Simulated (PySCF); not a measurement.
**Predicted spectroscopic data**

PySCF 2.14.0 with density-fitted response routines calculation with geometry from GFN2-xTB and σ from GIAO-PBE0/pcSseg-1; relativity neglected, isolated molecule, a single conformation, one averaged value for each set of equivalent atoms.

δ = σ(ref) − σ, references computed at the same level: TMS for $^{1}$H (31.72 ppm), $^{13}$C (186.93 ppm). Splittings of carbon signals by F and P are missing where no couplings were computed. Where no couplings were computed, multiplicities follow the n + 1 count of equivalent neighbours, and m marks all less simple cases (inequivalent or close neighbours, rings, F or P nearby). Acid and N–H amide carbonyl carbons lie up to 10 ppm further downfield in solution (hydrogen bonding). Shifts are as computed. Against solution values, carbons near 30 ppm lie about +3 ppm off and those near 130 ppm about +5 ppm. Of 1211 compounds with measured shifts, 218 miss one by over three times the rms of a fit or turn the order of signals round; such compounds aren't used in these exercises. Groups on amide-type nitrogens are kept apart (slow C–N rotation). OH and NH positions are gas-phase values without hydrogen bonding to other molecules.

Compound 1 (C₅H₂F₃NO). $^{1}$H NMR (400 MHz, computed): δ 5.22 (br, 1H), 4.72 (br, 1H). $^{13}$C{$^{1}$H} NMR (computed): δ 176.2, 152.5, 123.8, 109.2, 76.4. Structure: `NC(=O)C#CC(F)=C(F)F`.

Compound 2 (C₇H₅F₃N₂). $^{1}$H NMR (400 MHz, computed): δ 3.34 (m, 2H), 2.54 (s, 3H). $^{13}$C{$^{1}$H} NMR (computed): δ 140.9 (C), 133.3 (C), 125.5 (C), 121.2 (C), 120.8 (C), 43.8 (CH2), 24.8 (CH3). Structure: `InChI=1S/C7H5F3N2/c1-5(3-11)6(4-12)2-7(8,9)10/h2H2,1H3/b6-5+`.
